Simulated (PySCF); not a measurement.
# CeP: one state, many levels of theory

State: doublet, about 1.2 electrons in the 4f shell (Mulliken), real f orbitals that mix terms. Set-up: basis Ce x2c-SVPall, P x2c-SVPall; spin-free X2C with a Gaussian nucleus; PySCF 2.14. De refers to Ce (4f1 5d1 6s2) + P in their high-spin ground configurations, without counterpoise correction. The functionals are run spin-unrestricted. A positive dipole means Ce(−)P(+). Levels whose curve was spin-contaminated or gave no clean fit are not listed.

```
       Level  Re (Å)  ωe (cm⁻¹)  De (eV)  μ (D)  CPU s a point (SCF and correlation, without the integrals)
        ROHF   2.353        467      n/a  -9.87                                                         2.5
    ROHF-MP2   2.379        410      n/a    n/a                                                         5.1
ROHF-SCS-MP2   2.384        410      n/a    n/a                                                         n/a
   ROHF-CCSD   2.351        440     2.77    n/a                                                         n/a
ROHF-CCSD(T)   2.377        414     3.18    n/a                                                         360
         PBE   2.350        439     4.65  -6.61                                                          14
        PBE0   2.328        464     3.98  -7.58                                                          21
        MN15   2.304        471     3.56  -7.47                                                          17
      M06-2X   2.332        469     3.36  -7.98                                                          16
```

The bond length runs from 2.304 Å (MN15) to 2.384 Å (ROHF-SCS-MP2). De spans 2.77 eV (ROHF-CCSD, coupled cluster) to 4.65 eV (PBE, GGA).

Correlated steps freeze 23 core orbitals. Correlated levels converge slowly with the basis: in double zeta they bind strong bonds too weakly, by up to about 1 eV, and carry superposition errors of some tenths. These are scalar-relativistic numbers at best; spin–orbit coupling would shift them, the dissociation energy most. With d or f electrons several states lie close, and the lowest PBE0 determinant need not be the measured ground state.

The whole job (state search and all levels along the bond) took about 39 min on 2 threads of Arm Neoverse N1 (shared host), peak memory 3.4 GiB.
